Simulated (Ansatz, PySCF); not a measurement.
Ways to break one bond of N[SiH3]:

A. N[SiH3] → [NH][SiH3] + H atom
B. N[SiH3] → N[SiH2] + H atom
C. N[SiH3] -> [SiH3] (SiH3) + [NH2] (NH2)

Quantity: bond dissociation energy (enthalpy at 298 K, with B3LYP-D3(BJ) rigid-rotor harmonic-oscillator terms), kcal/mol. Each molecule is optimised on its own at B3LYP-D3(BJ)/def2-TZVP (Ansatz, a first-principles code), one conformer each, not searched for the lowest. Frequencies are from Ansatz or PySCF. Valence correlation only, unless marked. Open shells are spin-unrestricted. No spin-orbit coupling. Non-relativistic. CBS(X,Y): correlation extrapolated as X^-3; Hartree-Fock from the larger set. The bracket is a focal-point correction in the basis named.

**Question.** Rank them by bond dissociation energy at RI-MP2/CBS(aug-cc-pV(T+d)Z,aug-cc-pV(Q+d)Z)+[CCSD(T)-MP2]/aug-cc-pV(T+d)Z (Ansatz), lowest first.

**Answer.** B (91.5 kcal/mol), C (103.2 kcal/mol), A (111.1 kcal/mol)
